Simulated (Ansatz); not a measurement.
Consider the ligand exchange at a Ge–F bond: `[F][GeH2][CH2][SiH3]` + HCl → `[SiH3][CH2][GeH2][Cl]` + H–F.

Computed with Ansatz on PBE0-D4/def2-TZVP structures; ΔE is electronic, products minus reactants. CCSD(T)/CBS is the MP2 limit (def2-TZVPP, def2-QZVPP) plus CCSD(T) − MP2 in def2-TZVPP, frozen cores. This one scheme is used for every species. Functionals use def2-TZVPP. For Ge outer-core shells are correlated without core-valence functions, which leaves a few kJ/mol of doubt a bond. Scalar relativity is left out up to krypton. One conformer a species, not always the lowest.

`[F][GeH2][CH2][SiH3]`:

Cartesian coordinates in Å:
```
F 1.425 -0.987 -1.520
Ge 1.369 -0.849 0.222
C 0.088 0.554 0.612
Si -1.425 0.524 -0.500
H 0.908 -2.224 0.732
H 2.809 -0.522 0.649
H -0.230 0.434 1.653
H 0.584 1.524 0.531
H -1.072 0.948 -1.876
H -1.996 -0.849 -0.540
H -2.461 1.447 0.036
```

HCl:

Cartesian coordinates in Å:
```
Cl 0.622 0.056 0.136
H -0.622 -0.056 -0.136
```

`[SiH3][CH2][GeH2][Cl]`:

```xyz
11

Si   -1.325    0.111   -0.914
C    -0.273   -0.659    0.434
Ge    1.397    0.270    0.793
Cl    2.437    0.523   -1.087
H    -0.711   -0.105   -2.247
H    -2.682   -0.499   -0.905
H    -1.463    1.573   -0.672
H    -0.838   -0.669    1.373
H    -0.042   -1.696    0.180
H     1.157    1.682    1.346
H     2.344   -0.533    1.698
```

H–F:

```xyz
2

F    -0.283    0.137    0.336
H     0.283   -0.137   -0.336
```

| level | ΔE (eV) |
| --- | --- |
| PBE-D4 | -0.18 |
| r2SCAN-D4 | -0.13 |
| PBE | -0.14 |
| MP2/def2-QZVPP | -0.24 |

(1) What does CCSD(T)/CBS give? (An estimate is asked.)

Largest T1 diagnostic among the species: 0.011.

Results:

(1) Ansatz gave: -0.20 eV. The listed levels differ from it by 0.02, 0.07, 0.06, -0.04 eV.

In def2-TZVPP, CCSD(T) changes the Hartree–Fock value by −0.08 eV (the triples alone add −0.01 eV) and MP2 by −0.14 eV. From PBE to PBE0 (25 % exact exchange), in def2-TZVPP and without D4, ΔE moves by −0.05 eV. The D4 term adds −0.07 eV with B3LYP and −0.04 eV with PBE0; it sums over pairs of atoms, weighted by their polarisabilities, and B3LYP, whose exchange is more repulsive, gets the larger term.

B3LYP here is the variant with VWN-RPA as its local correlation; programs differ in this.
